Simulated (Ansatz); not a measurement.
System: WF (charge 0, sextet). The spin state was set by rule; other spins were not relaxed. SMILES: [F][W]
Geometry: optimised at B3LYP-D3(BJ)/def2-TZVP (Ansatz, a first-principles code).

Wanted: atomisation energy (electronic, to ground-state atoms), in eV. Valence correlation only, unless marked. Open shells are spin-unrestricted. Spin-orbit coupling is left out. Frozen are the shells of the preceding noble gas and the d and f shells that filled before the atom's block. In def2 rows, elements after Kr have scalar-relativistic effective core potentials. The coupled-cluster limit lacks core correlation, which all-electron functionals hold. CBS marks a two-point X^-3 extrapolation of the correlation energy; Hartree-Fock from the larger set.

```csv
level,program,atomisation energy (eV)
HF/def2-QZVPPD,Ansatz,4.49
```

**Question.** What does CCSD(T)/CBS(def2-TZVPPD,def2-QZVPPD) (Ansatz) give?

**Answer.** 5.60 eV
